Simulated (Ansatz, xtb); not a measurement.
## Relative energy of two isomers of C5H6BF

We compare X, `BC1=CC(F)=CC1`, a singlet, with Y, `BC1=CC=C(F)C1`, a singlet. Both are isolated molecules in the gas phase, relaxed with PBE-D3(BJ)/def2-SVP; the shapes shown needn't be the lowest conformers.

X (Å):

```xyz
13

C    -0.2006    0.9188    1.8507
C    -1.2509    0.0170    1.8271
C    -1.8786    0.0416    0.5228
C    -1.2573    0.9411   -0.3013
C    -0.1479    1.5639    0.4787
B     0.7169    1.1960    3.0403
F    -2.9236   -0.7287    0.2086
H     0.5471    0.5923    4.0848
H     1.6176    2.0137    2.9590
H    -1.5739   -0.6265    2.6581
H    -1.5268    1.1617   -1.3419
H     0.8472    1.4076    0.0001
H    -0.2509    2.6719    0.5523
```

Y (Å):

```xyz
13

C    -1.0889    1.2032    1.0159
C    -1.3170   -0.0592    1.5535
C    -0.1046   -0.6646    2.0587
C     0.9020    0.2374    1.8325
C     0.3966    1.4734    1.1699
B    -2.1432    2.1098    0.4016
F     2.1842    0.0791    2.1452
H    -3.3015    1.7313    0.3586
H    -1.8538    3.2061   -0.0482
H    -2.3055   -0.5416    1.5902
H     0.0001   -1.6492    2.5310
H     0.6035    2.3806    1.7811
H     0.9009    1.6512    0.1935
```

**Question.** Which of the two would you expect CCSD(T)/def2-SVP + ΔMP2/def2-TZVPP electronic energies to favour?

**Answer.** Too close to call at this level: CCSD(T)/def2-SVP + ΔMP2/def2-TZVPP gives E(Y) − E(X) = −0.85 kcal/mol.

The same difference at several levels:

| level | geometry | E(Y) − E(X) (kcal/mol) | departure from the last row (kcal/mol) | job, with rough time for the two |
| --- | --- | --- | --- | --- |
| GFN2-xTB | GFN2-xTB | −0.88 | −0.03 | optimisation, 0.18 s |
| HF/STO-3G | GFN2-xTB | −2.69 | −1.84 | single point, 0.56 s |
| r2SCAN-D4/def2-SVP | GFN2-xTB | −1.73 | −0.87 | single point, 4.4 s |
| PBE-D3(BJ)/def2-SVP | PBE-D3(BJ)/def2-SVP | −1.92 | −1.06 | optimisation, 28 s |
| HF/def2-SVP | PBE-D3(BJ)/def2-SVP | −1.61 | −0.76 | part of the CCSD(T) run |
| MP2/def2-SVP | PBE-D3(BJ)/def2-SVP | −1.27 | −0.42 | part of the CCSD(T) run |
| CCSD(T)/def2-SVP | PBE-D3(BJ)/def2-SVP | −1.14 | −0.29 | single point |
| CCSD(T)/def2-SVP + ΔMP2/def2-TZVPP | PBE-D3(BJ)/def2-SVP | −0.85 |  | single point, 1.7 min |

As drawn, both hold the same kinds of bond in the same numbers.

The largest departure from CCSD(T)/def2-SVP + ΔMP2/def2-TZVPP is that of HF/STO-3G, 1.84 kcal/mol. The last row adds to CCSD(T) the change of the MP2 difference between the two basis sets, here +0.29 kcal/mol.

With thermal terms from frequencies at re-optimised GFN2-xTB minima (ideal gas, soft modes damped towards free rotors, one conformer each, 298.15 K, 1 atm): on the last row, ΔE + ΔZPE = −0.71, ΔH = −0.73, ΔG = −0.69 kcal/mol.

The correlated steps freeze 7 core orbitals. Run with Ansatz 0.2.0, xtb 6.7.1; the last row on 2 threads of Intel(R) Xeon(R) Processor @ 2.70GHz on a shared host.
